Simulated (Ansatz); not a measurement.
One elementary step

Start structure (BH$_{4}$O$_{2}$F, singlet), relaxed at PBE0-D4/def2-TZVP:

```
8
angstrom
B -0.4325 0.4500 -0.3769
H 0.0667 0.5398 -1.4575
O -1.5720 1.0870 -0.0156
O 0.1816 -0.3420 0.5506
H 1.5995 -1.2451 0.3577
F 2.3846 -1.7480 0.2562
H -1.9518 1.6256 -0.7121
H -0.2762 -0.3672 1.3978
```

The step: BH₃O₂ ([OH][BH][OH]) + HF → BH₂O₂F ([OH][B]([OH])[F]) + H₂; bonds formed: B1–F6, H2–H5; bonds broken: B1–H2, H5–F6. Program: Ansatz 0.2.0. Basis: def2-TZVPP and def2-QZVPP. Cores are frozen in the correlated methods. Extrapolation: Hartree–Fock as exp(−7.88 √X), correlation as X^−2.97. Energies below are by CCSD(T) at an estimated basis limit (MP2 extrapolated from triple and quadruple zeta, plus CCSD(T) − MP2 in triple zeta).

(1) What are the electronic barrier and the energy of the step, from the start structure to the end structure? (An estimate is asked for; the value comes from the calculation.)

No T1 diagnostic of these runs exceeds 0.014.

## Answers

(1) The calculation gives: Barrier 39.13 kcal/mol; step energy -19.91 kcal/mol (downhill); reverse barrier, their difference, 59.03 kcal/mol. Barrier and step energy count from the start structure, the reverse barrier from the end structure.

The saddle point: One imaginary mode of 1156i cm⁻¹.
| pair | start (Å) | saddle (Å) | end (Å) |
| --- | --- | --- | --- |
| B1–F6 | 3.63 | 1.70 | 1.33 |
| H2–H5 | 2.97 | 1.01 | 0.75 |
| B1–H2 | 1.19 | 1.36 | 3.11 |
| H5–F6 | 0.94 | 1.17 | 2.99 |

Zero-point energy (harmonic, PBE0-D4): ZPE is 34.66 kcal/mol at the start and 32.27 kcal/mol at the saddle, so the barrier goes from 39.13 to 36.73 kcal/mol.

Labels in which every atom is bracketed show which atoms are joined, not bond orders.

For scale, one of the runs: CCSD(T)/def2-TZVPP, 180 basis functions, launched by `ansatz run in.yaml --threads 2 --pin off --events-out ev --progress --plain --max-ram 4352MiB`. Hardware: 2 CPU threads of an Arm Neoverse V1, shared host. Wall time 56 s; peak host memory 1.9 GiB.
